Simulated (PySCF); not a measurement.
Species: C3H6GeOSi.
Bonds: O1–C2 (double), C2–Si3, Si3–C4, C4–C5 (triple), C5–Ge6. Hydrogens: H7 on C2; H8, H9 on Si3; H10, H11, H12 on Ge6.

Level of theory: PBE0-D3(BJ)/def2-SVP geometry optimisation, gas phase (PySCF).

Problem. List the bond lengths, angles and torsions at this level.

Solution. 
| bond | length (Å) | order |
| --- | --- | --- |
| O1=C2 | 1.204 | double |
| C2–Si3 | 1.937 | single |
| Si3–C4 | 1.830 | single |
| C4≡C5 | 1.225 | triple |
| C5–Ge6 | 1.905 | single |
| C2–H7 | 1.126 | single |
| Si3–H8, Si3–H9 | 1.490 | single |
| Ge6–H10, Ge6–H11, Ge6–H12 | 1.535 | single |

Bonds in one row agree within 0.01 Å and their mean is given. Orders are formal, as drawn. A selection of angles:
| angle | degrees |
| --- | --- |
| O1–C2–Si3 | 119.9 |
| O1–C2–H7 | 120.7 |
| Si3–C2–H7 | 119.4 |
| C2–Si3–C4 | 109.3 |
| C2–Si3–H8 | 108.0 |
| C4–Si3–H8 | 110.7 |
| H8–Si3–H9 | 110.0 |
| Si3–C4–C5 | 177.1 |
| C4–C5–Ge6 | 179.2 |
| C5–Ge6–H10 | 108.3 |
| C5–Ge6–H11 | 108.6 |
| H10–Ge6–H11 | 110.4 |
| H11–Ge6–H12 | 110.5 |

Dihedral angles: O1–C2–Si3–C4 177° (antiperiplanar). The mirror-image conformer, all signs reversed, is as good.

The C–Si distances run from 1.830 Å (Si3–C4, drawn single) to 1.937 Å (C2–Si3, drawn single), a spread of 0.107 Å. The 6 heavy atoms lie in one plane (0.019 Å rms). Ge6 (germanium bonded to C and 3 H) is tetrahedral (angles from 108.3° to 110.5°). Si3 (SiH2 silicon) is tetrahedral (angles from 108.0° to 110.7°).

Not checked by PBE0-D3(BJ)/def2-SVP frequencies. One conformer, not necessarily the lowest.

Hardware: one thread of an Arm Neoverse V1, shared host with 32 logical CPUs at a one-minute load of 27. Cost: 3.1 min wall, 0.57 GiB resident at most. This is the geometry optimisation.
